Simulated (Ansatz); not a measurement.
Computed with Ansatz on PBE0-D4/def2-TZVP structures; ΔE is electronic, products minus reactants. CBS: MP2 limit from def2 TZ/QZ plus the TZ coupled-cluster correction, frozen cores. This one scheme is used for every species. Functionals use def2-TZVPP. Each species was taken in one conformer, which may not be the lowest.

`ClB(Cl)Cl` + `OCC(F)(F)F` → `FC(F)(F)COB(Cl)Cl` + HCl  (ligand exchange at a B–Cl bond)

`ClB(Cl)Cl`:

Cartesian coordinates in Å:
```
Cl -1.725 -0.204 0.000
B 0.000 0.000 0.000
Cl 1.014 -1.175 0.781
Cl 0.711 1.379 -0.782
```

`OCC(F)(F)F`:

```xyz
9

O     0.343    0.835    1.341
C     0.596   -0.131    0.367
C    -0.403   -0.073   -0.771
F    -0.373    1.090   -1.421
F    -1.655   -0.241   -0.312
F    -0.161   -1.046   -1.656
H    -0.513    0.656    1.740
H     1.586    0.066   -0.048
H     0.580   -1.155    0.759
```

`FC(F)(F)COB(Cl)Cl`:

Cartesian coordinates in Å:
```
F 1.943 -1.678 0.345
C 0.750 -1.131 0.598
F -0.184 -1.881 0.009
F 0.541 -1.183 1.913
C 0.731 0.291 0.075
O -0.516 0.876 0.333
B -1.478 1.087 -0.579
Cl -2.982 1.773 -0.023
Cl -1.266 0.725 -2.284
H 0.964 0.263 -0.992
H 1.498 0.857 0.606
```

HCl:

Z-matrix (Å, degrees):
```
Cl
H 1 1.279
```

CCSD(T)/CBS gives -49.3 kJ/mol.

Task: Another level gave -41.9 kJ/mol. Which?
A. revPBE/def2-TZVPP
B. HF/def2-TZVPP
C. BLYP/def2-TZVPP
D. LDA (SPW92)/def2-TZVPP

Result: C. BLYP -41.9, LDA (SPW92) -48.7, HF/def2-TZVPP -53.9, revPBE -31.9 kJ/mol.

Largest T1 diagnostic among the species: 0.012.

From PBE to PBE0 (25 % exact exchange), in def2-TZVPP and without D4, ΔE moves by −3.3 kJ/mol. Leaving LDA and LC-ωPBE aside and taking each functional with its dispersion term where it has one, the values, not all of them listed here, spread over 15.0 kJ/mol, from CAM-B3LYP-D4 to revPBE-D4. LDA lies −12.1 kJ/mol from PBE without D4.
